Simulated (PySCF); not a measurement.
Spectra and structures to be paired. Theory: TDDFT PBE0/def2-SVPD, vertical, gas phase, core orbitals frozen in the response (PySCF). Geometries: GFN2-xTB; one conformer of each isolated species. Triplets are in the Tamm–Dancoff approximation.

A. `COCCC(=O)OC`
B. `OCPCCC(F)(F)F`
C. `CO[C@@H]1OCO[C@@H]1C`
D. `O=CC1SCCS1`
E. `COCC1OCCO1`

Lowest singlet levels (six at most, fewer where fewer were computed) with oscillator strengths:

1. 296 nm (f 0.007); 282 nm (f 0.010); 251 nm (f 0.003); 247 nm (f 0.011); 226 nm (f 0.026); 205 nm (f 0.008); T1 3.58 eV
2. 174 nm (f 0.009); 163 nm (f 0.013); 160 nm (f 0.013); 158 nm (f 0.012); 156 nm (f 0.003); 155 nm (f 0.027); T1 7.01 eV
3. 200 nm (f 0.043); 191 nm (f 0.104); 184 nm (f 0.015); 175 nm (f 0.010); 170 nm (f 0.003); 165 nm (f 0.121); T1 5.17 eV
4. 206 nm (f 0.001); 183 nm (f 0.003); 177 nm (f 0.018); 165 nm (f 0.007); 163 nm (f 0.015); 154 nm (f 0.008); T1 5.46 eV
5. 185 nm (f 0.000); 174 nm (f 0.028); 169 nm (f 0.008); 165 nm (f 0.000); 162 nm (f 0.015); 161 nm (f 0.006); T1 6.62 eV

Question: Match each spectrum to its molecule.

Answer: 1 = D, 2 = C, 3 = B, 4 = A, 5 = E.
- A: S1 at 6.02 eV, HOMO-1→LUMO (98%); Löwdin shares by element: HOMO oxygen 59% or more, carbon 20% or more, hydrogen 5% or more (atoms not listed hold the other 16%); LUMO carbon 46% or more, oxygen 43% or more; HOMO -7.54 and LUMO 0.19 eV; point group Cs.
- B: S1 at 6.21 eV, HOMO→LUMO (94%); Löwdin shares by element: HOMO phosphorus 58%, carbon 23% or more, oxygen 6%; LUMO phosphorus 27%, oxygen 16%, carbon 16% or more, hydrogen 11% or more (atoms not listed hold the other 31%); HOMO -7.36 and LUMO -0.02 eV.
- C: S1 at 7.13 eV, HOMO→LUMO (92%); Löwdin shares by element: HOMO oxygen 55% or more, carbon 12% or more, hydrogen 8% or more (atoms not listed hold the other 25%); LUMO carbon 31% or more, hydrogen 8% or more (atoms not listed hold the other 61%); HOMO -7.60 and LUMO 0.63 eV.
- D: S1 at 4.18 eV, HOMO-1→LUMO (62%), HOMO-2→LUMO (20%), HOMO→LUMO (14%); Löwdin shares by element: HOMO sulfur 68% or more, carbon 17% or more; LUMO carbon 40% or more, oxygen 27%, sulfur 20% or more; HOMO -6.76 and LUMO -1.19 eV.
- E: S1 at 6.71 eV, HOMO→LUMO (93%); Löwdin shares by element: HOMO oxygen 56%, carbon 11% or more (atoms not listed hold the other 34%); LUMO carbon 32% or more, hydrogen 17% or more (atoms not listed hold the other 51%); HOMO -7.07 and LUMO 0.67 eV.

Without π bonds the low states may be Rydberg-like; a valence basis with one diffuse set may place them up to an eV too high.
